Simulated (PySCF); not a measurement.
Compound: C6H13BO2.
SMILES with atom numbers: `[OH:1][B:2]([OH:3])[CH:4]1[CH2:5][CH2:6][CH2:7][CH2:8][CH2:9]1` (hydrogens: H10 on O1; H11 on O3; H12 on C4; H13, H14 on C5; H15, H16 on C6; H17, H18 on C7; H19, H20 on C8; H21, H22 on C9)

All values: PBE0/pcSseg-1 (PySCF, non-relativistic), on one gas-phase PBE0-D3(BJ)/def2-SVP geometry that isn't relaxed in the solvent. The solvent is an IEF-PCM continuum (cavity from Bondi-type radii × 1.2). Only the electrostatic response of the medium enters.

Gas phase at PBE0/pcSseg-1: HOMO -7.81 eV, LUMO 0.59 eV, dipole 2.60 D.

Problem. What does the continuum do to the energy, the frontier levels and the dipole at PBE0/pcSseg-1 in dimethylsulfoxide?

Solution. 
```tsv
solvent	ε	E(solvent) − E(gas) (kcal/mol)	polarisation term (kcal/mol)	distortion of the solute (kcal/mol)	HOMO (eV)	LUMO (eV)	dipole (D)
dimethylsulfoxide	46.83	-8.45	-9.54	1.09	-7.84	1.33	3.11
```

The first energy column is the sum of the next two and covers electrostatics alone.

Problem. Which radius a makes the point-dipole formula ΔE = −[(ε − 1)/(2ε + 1)]·μ²/a³ give the value in dimethylsulfoxide, with the gas-phase dipole?

Solution. μ = 1.023 au and |ΔE| = 0.01347 Eh give a = 1.77 Å; the farthest nucleus lies 4.13 Å from the centroid of the nuclei, so such a sphere wouldn't even hold the nuclei. The formula assumes a rigid point dipole at the centre of a sphere.

Problem. Which Hirshfeld charges (PBE0/pcSseg-1) respond most in dimethylsulfoxide (means over atoms taken as equivalent)?

Solution. 
```csv
atoms,environment,gas (e),solvent (e),change
H10/H11,hydroxyl hydrogen,+0.173,+0.194,+0.021
O1/O3,boron-bound oxygen,-0.253,-0.266,-0.013
C4,sp3 carbon bound to boron,-0.102,-0.106,-0.004
H12,methine hydrogen,+0.028,+0.025,-0.003
H14/H21,methylene hydrogen,+0.029,+0.026,-0.003
B2,three-coordinate boron,+0.249,+0.247,-0.002
```

Problem. How do the nuclear quadrupole coupling constants eQVzz/h respond in dimethylsulfoxide?

Solution. 
```tsv
nucleus	Q (barn)	gas (MHz)	solvent (MHz)	η gas	η solvent
17O at O1	-0.0256	-8.81	-8.12	0.20	0.19
11B at B2	0.04059	3.52	3.52	0.56	0.52
17O at O3	-0.0256	-8.71	-8.01	0.17	0.17
```
